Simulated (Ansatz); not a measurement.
Ansatz (an electronic-structure program) input (PBE0/6-31G*):

Ansatz 0.2 input:
```yaml
crystal:
  periodic: [false, false, false]
  atoms:
    - {symbol: F, position_ang: [-2.81483226, -0.74722717, 0.13039855]}
    - {symbol: C, position_ang: [-1.63410226, -0.39591807, -0.37828694]}
    - {symbol: F, position_ang: [-1.80897369, 0.63843262, -1.20165294]}
    - {symbol: F, position_ang: [-1.14523118, -1.42766289, -1.06923123]}
    - {symbol: C, position_ang: [-0.67549024, -0.01945831, 0.79016995]}
    - {symbol: F, position_ang: [-0.43510202, -1.13868581, 1.49806497]}
    - {symbol: F, position_ang: [-1.32458688, 0.86128935, 1.57720002]}
    - {symbol: C, position_ang: [0.69250244, 0.64864073, 0.42513505]}
    - {symbol: F, position_ang: [0.45502417, 1.87549023, -0.07488140]}
    - {symbol: F, position_ang: [1.36883839, 0.77531655, 1.58400612]}
    - {symbol: C, position_ang: [1.62072159, -0.09895507, -0.57759133]}
    - {symbol: F, position_ang: [2.80830113, 0.50567858, -0.59696467]}
    - {symbol: F, position_ang: [1.10495711, -0.06184066, -1.80783758]}
    - {symbol: F, position_ang: [1.78918421, -1.37033031, -0.21205301]}
basis:
  gaussian:
    orbitals: 6-31G*
hamiltonian:
  xc: {name: PBE0}
```

Output:

```
Functional definition: PBE0
integrals: 0.21 GiB planned
1960 factors; their error is unknown
0.30 GiB of the device are held for the grids
1.44 GiB of device memory are held for the factors and their scratch space
mean field: 1.15 GiB planned
mean field evaluation 1: about -31280.5195 eV, gradient 6.2e1 eV
mean field evaluation 2: about -31273.2424 eV, gradient 9.5e1 eV
mean field evaluation 4: about -31285.9941 eV, gradient 2.6e0 eV
mean field evaluation 8: about -31285.9995 eV, gradient 3.6e-2 eV
mean field evaluation 16: about -31285.9789 eV, gradient 9.7e-5 eV
mean field -31285.97893673 eV, -1149.7385195268 hartree, gradient 4.8e-5 eV, S^2 0.000000; 0 other end points of the search recorded, 0 dependent functions left out
reference -31285.97894656 eV, -1149.7385198878 hartree; 57, 57 occupied and 153, 153 virtual orbitals, 1960 factors
Total energy: -31285.97894656 eV, -1149.7385198878 hartree
```
